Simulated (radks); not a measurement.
Results of a calculation; reference values are marked as such.
Coherent X-ray form factor from a spherical all-electron density. Code: a radial shooting solver on a logarithmic mesh with Libxc functionals. Model: scalar-relativistic Kohn-Sham, r2SCAN, spin-polarised, spherical densities, finite nucleus; meta-GGA in the generalised Kohn-Sham scheme; Fermi nuclear charge, rms radius of each element as measured or else 0.836 A^(1/3) + 0.57 fm.

| sin(theta)/lambda (1/angstrom) | f0 (electrons) |
|---|---|
| 0.05 | 47.380 |
| 0.1 | 45.669 |
| 0.15 | 43.227 |
| 0.2 | 40.439 |
| 0.25 | 37.595 |
| 0.3 | 34.860 |
| 0.4 | 29.996 |
| 0.5 | 26.080 |
| 0.6 | 23.076 |
| 0.8 | 19.065 |
| 1 | 16.364 |
| 1.25 | 13.485 |
| 1.5 | 10.914 |
| 2 | 7.349 |

The species is in the configuration that NIST lists as its ground one. Which atom or ion scatters so?

Answer. The tin ion Sn2+, [Kr] 4d10 5s2. Extrapolating in s^2 from the first two rows gives f0(0) = 48.0, near the electron count 48; among species with that count, the fall with angle is slower the higher Z, and the table is that of Z = 50; from so few rows the species is fixed only to a neighbour or two.
